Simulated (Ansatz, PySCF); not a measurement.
Te(SMe)2 (C2H6S2Te), SMILES CS[Te]SC. Atoms are numbered in the order given.

```xyz
11

Te     0.2736    -0.4520     0.7044
S     -1.4940     1.2143     0.7487
C     -2.6871     0.5969    -0.4984
H     -2.2705     0.6679    -1.5123
H     -3.5686     1.2526    -0.4266
H     -2.9889    -0.4379    -0.2871
S      1.7241     0.2984    -1.0944
C      0.9600    -0.4398    -2.5882
H      0.8384    -1.5262    -2.4814
H      1.6534    -0.2333    -3.4181
H     -0.0095     0.0277    -2.8076
```

Geometry optimised at B3LYP-D3(BJ)/def2-SVP. The def2 effective core potentials stand for the cores of Te; spin–orbit coupling is left out. One conformer was computed; it need not be the lowest.

Two levels are set side by side: PBE-D3(BJ)/def2-SVP (Ansatz, an electronic-structure program) and B3LYP-D3(BJ)/def2-SVP (Ansatz). Each level has its own optimised geometry; the coordinates shown are those of the second. Frequencies come from the Hessian of PySCF at each geometry. Differences are taken from unrounded values.

```tsv
quantity	B3LYP-D3(BJ)
mean bond length (Å)	1.512
bond Te1–S2 (Å)	2.430
bond Te1–S7 (Å)	2.430
bond S2–C3 (Å)	1.833
bond S7–C8 (Å)	1.833
bond C3–H4 (Å)	1.098
bond C3–H5 (Å)	1.101
bond C3–H6 (Å)	1.098
bond C8–H9 (Å)	1.098
bond C8–H10 (Å)	1.101
bond C8–H11 (Å)	1.098
highest harmonic wavenumber (cm⁻¹)	3158
mean harmonic wavenumber (cm⁻¹)	1255
zero-point energy (kcal/mol)	48.46
```

Problem. What does PBE-D3(BJ) give, and how far is it from B3LYP-D3(BJ)? (The exact figures need the calculation; the answer reports its results.)

Solution. 
| quantity | PBE-D3(BJ) | PBE-D3(BJ) minus B3LYP-D3(BJ) |
|---|---|---|
| mean bond length (Å) | 1.517 | 0.005 |
| bond Te1–S2 (Å) | 2.430 | 0.000 |
| bond Te1–S7 (Å) | 2.430 | 0.000 |
| bond S2–C3 (Å) | 1.833 | 0.000 |
| bond S7–C8 (Å) | 1.833 | 0.000 |
| bond C3–H4 (Å) | 1.107 | 0.008 |
| bond C3–H5 (Å) | 1.109 | 0.008 |
| bond C3–H6 (Å) | 1.106 | 0.008 |
| bond C8–H9 (Å) | 1.106 | 0.008 |
| bond C8–H10 (Å) | 1.109 | 0.008 |
| bond C8–H11 (Å) | 1.107 | 0.008 |
| highest harmonic wavenumber (cm⁻¹) | 3097 | -61 |
| mean harmonic wavenumber (cm⁻¹) | 1222 | -34 |
| zero-point energy (kcal/mol) | 47.15 | -1.31 |

Exact exchange shortens and stiffens bonds; PBE has none. Differences between two approximate levels are no errors against the true value.
